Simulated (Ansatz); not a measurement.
`[BH2][SnH2][SiH2][SiH3]` + `CBNC` → `BN(C)BC` + `[SiH3][SiH2][SnH3]`  (cleavage of the B–Sn bond)

Program: Ansatz. Geometries: PBE0-D4/def2-TZVP. ΔE: electronic, gas phase. CBS: MP2 limit from def2 TZ/QZ plus the TZ coupled-cluster correction, frozen cores. DFT in def2-TZVPP. def2 core potentials past Kr. For Sn outer-core shells are correlated without core-valence functions, which leaves a few kJ/mol of doubt a bond. One conformer a species, not always the lowest.

| level | ΔE (kcal/mol) |
| --- | --- |
| r2SCAN-D4 | -26.3 |
| CCSD/def2-TZVPP | -26.2 |
| HF/def2-QZVPP | -27.5 |
| HF/CBS(def2) | -27.5 |

(1) What does CCSD(T)/CBS give? (Best estimate.)

Largest T1 diagnostic among the species: 0.014.

Answers

(1) The calculation gave: -25.7 kcal/mol. The listed levels differ from it by -0.6, -0.5, -1.8, -1.8 kcal/mol.

From PBE to PBE0 (25 % exact exchange), in def2-TZVPP and without D4, ΔE moves by −0.8 kcal/mol.
